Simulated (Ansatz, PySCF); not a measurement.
Gas-phase reaction R1 → P1 + P2, each structure at its B3LYP-D3(BJ)/def2-TZVP stationary point, reached from a drawn start (curvature not checked).
R1, Cl3Zr (SMILES [Cl][Zr]([Cl])[Cl]) (charge 0, multiplicity 2):
```tsv
atom	x (Å)	y (Å)	z (Å)
Zr	0.0001	0.0000	0.0000
Cl	2.3437	-0.0099	-0.0091
Cl	-1.1633	2.0345	-0.0018
Cl	-1.1803	-2.0246	0.0110
```
P1, Cl2Zr (SMILES [Cl][Zr][Cl]) (charge 0, multiplicity 1):
| atom | x (Å) | y (Å) | z (Å) |
|---|---|---|---|
| Zr | 0.0031 | 0.0042 | -0.6562 |
| Cl | 2.0944 | -0.0059 | 0.3378 |
| Cl | -2.0974 | 0.0017 | 0.3184 |
P2: Cl atom, charge 0, multiplicity 2.

P less R. No zero-point or thermal terms; singlets are restricted closed shells; open shells are unrestricted; no spin–orbit coupling. The spin states of the d-block species are the ones drawn and need not be the lowest.

Cores are frozen in the correlated methods.

Codes used: Ansatz (Gaussian orbitals); PySCF for M06-2X. Each number belongs to the level named beside it. Elements past Kr take the def2 small-core potentials, without spin–orbit coupling.

```json
[
 {"level": "PBE/def2-TZVPP", "reaction energy (eV)": "5.974"},
 {"level": "M06-2X/def2-TZVPP", "reaction energy (eV)": "5.843"},
 {"level": "CAM-B3LYP/def2-TZVPP", "reaction energy (eV)": "5.781"},
 {"level": "B2PLYP/def2-TZVPP", "reaction energy (eV)": "5.820"},
 {"level": "MP2/def2-QZVPP", "reaction energy (eV)": "6.128"},
 {"level": "SCS-MP2/def2-SVP", "reaction energy (eV)": "5.781"},
 {"level": "SCS-MP2/def2-TZVPP", "reaction energy (eV)": "5.841"},
 {"level": "CCSD/def2-SVP", "reaction energy (eV)": "5.448"},
 {"level": "CCSD(T)/def2-QZVPP", "reaction energy (eV)": "?"}
]
```

What belongs in the gaps?


- CCSD(T)/def2-QZVPP, reaction energy (eV): 5.624

Ansatz is a first-principles code.
